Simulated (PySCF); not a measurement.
Br3Ga, singlet, geometry from GFN2-xTB (such geometries of metal compounds can be far from the true shape). Base run: DF-R2SCAN/pcseg-1 (PySCF).

The PySCF input:
```python
from pyscf import gto, scf, dft

mol = gto.Mole()
mol.atom = '''
    Ga    0.00000000   -0.00000000    0.00000000
    Br    2.17032508   -0.33225835   -0.66424648
    Br   -0.77422939   -0.98270758    1.92270243
    Br   -1.39609569    1.31496593   -1.25845594
'''
mol.basis = 'pcseg-1'
mol.verbose = 4
mol.build()

mf = dft.RKS(mol)
mf.xc = 'r2scan'
mf = mf.density_fit(auxbasis='def2-universal-jkfit')
mf.kernel()
mf.analyze()
```

The base run was repeated with changes; each row names its change, and settings that it needs were set with it.

```csv
change,ΔE vs base (mEh),grid points,electrons on the grid
base,0.000,82176,136.00000
grids.becke_scheme = stratmann,-0.008,82176,136.00000
grids.level = 2,-0.525,52512,136.00000
small_rho_cutoff = 0,0.000,82176,136.00000
grids.radi_method = mura_knowles,-0.460,76672,136.00000
grids.level = 5,-0.362,179488,136.00000
grids.level = 1,-4.267,29416,135.99999
"grids.atom_grid = (150, 974)",-0.357,282592,136.00000
grids.radi_method = delley,-0.240,83040,136.00000
"grids.atom_grid = (75, 302)",-0.525,52512,136.00000
"grids.atom_grid = (30, 110)",24.460,9768,136.00064
```
